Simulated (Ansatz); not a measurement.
Born–Oppenheimer molecular dynamics of AlBH$_{5}$NS (9 atoms, charge 0, multiplicity 1). It starts at the highest image of a converged band. Of that band: The profile has 2 maxima (images 3, 6) with wells between them (image 4): this band takes more than one step, which may be the mechanism or a detour left from its start path. Neighbouring images differ by up to 1.7 eV, so the band resolves the path poorly. A vibrational analysis at the climbing image gives one clearly imaginary mode, 1283i cm⁻¹: a first-order saddle point.

These are results of RKS PBE/def2-mTZVP (Ansatz), not measurements.

```json
{
  "ensemble": "NVE (velocity Verlet)",
  "time step": "0.5 fs",
  "steps asked": "200",
  "starting velocities drawn for": "300 K",
  "seed": "2811"
}
```

First frame:

```xyz
9
Properties=species:S:1:pos:R:3
B -1.792 0.776 0.014
S -1.193 0.418 1.657
Al 0.531 -1.020 1.175
N 1.331 -0.496 -0.479
H -2.724 1.525 -0.083
H -1.299 0.296 -0.974
H 2.185 -0.688 0.756
H 1.817 -1.215 -1.028
H 1.233 0.358 -1.055
```

**Question.** What does the run give?

**Answer.** All steps were run.

```yaml
steps_done: 200
time_covered: 100 fs
mean_temperature_over_the_second_half: 1463 K
spread_of_the_potential_energy_over_the_second_half: 40.1 meV per atom
mean_potential_energy_of_the_second_half_above_the_start: -116.9 meV per atom
```

The conserved energy stayed within 0.2 meV per atom of its start (net change 0.0099 meV per atom), so the integration is sound. The system heated up, since it started high on the potential surface and ran downhill. A run of 0.1 ps of so small a system gives no equilibrium averages. The orbitals stay closed-shell, which can raise the energy where a bond breaks towards radicals; this wasn't checked here.

**Question.** What happens to the structure?

**Answer.** The step under study would form N4–H7 and break Al3–H7. These pairs go: N4–H7 1.51 → 2.49 Å, Al3–H7 1.74 → 1.62 Å. In the last frame they stand as before the step (other bonds may differ from the relaxed reactants and products). These pairs come and go: their bonding changes 4 times, last at 73 of 100 fs, so the outcome isn't settled. It ends as one piece, AlBH5NS. Pairs count as bonded within 1.25 times the sum of covalent radii (0.12 Å more for H–H). This is one draw of velocities; another would differ in detail.

**Question.** How do temperature and energy run in time?

**Answer.** 
| time (fs) | T (K) | potential energy less start (eV) | conserved less start (meV/atom) |
| --- | --- | --- | --- |
| 0.0 | 300 | 0.000 | 0.00 |
| 5.0 | 314 | -0.012 | 0.04 |
| 10.0 | 697 | -0.358 | 0.15 |
| 15.0 | 1790 | -1.348 | 0.01 |
| 20.0 | 2366 | -1.870 | -0.10 |
| 25.0 | 1950 | -1.493 | 0.02 |
| 30.0 | 1744 | -1.306 | 0.06 |
| 35.0 | 1428 | -1.021 | 0.04 |
| 40.0 | 978 | -0.613 | 0.01 |
| 45.0 | 845 | -0.493 | 0.03 |
| 50.0 | 904 | -0.545 | 0.13 |
| 55.0 | 1451 | -1.041 | 0.07 |
| 60.0 | 1889 | -1.438 | 0.01 |
| 65.0 | 1881 | -1.431 | -0.01 |
| 70.0 | 1620 | -1.194 | 0.06 |
| 75.0 | 1679 | -1.248 | -0.02 |
| 80.0 | 961 | -0.597 | 0.09 |
| 85.0 | 800 | -0.452 | 0.00 |
| 90.0 | 1120 | -0.742 | 0.07 |
| 95.0 | 1740 | -1.303 | 0.02 |
| 100.0 | 1922 | -1.468 | 0.01 |

Run time: 5.3 min on 2 threads of Arm Neoverse V1, with other jobs on the host, peak memory 0.13 GiB.
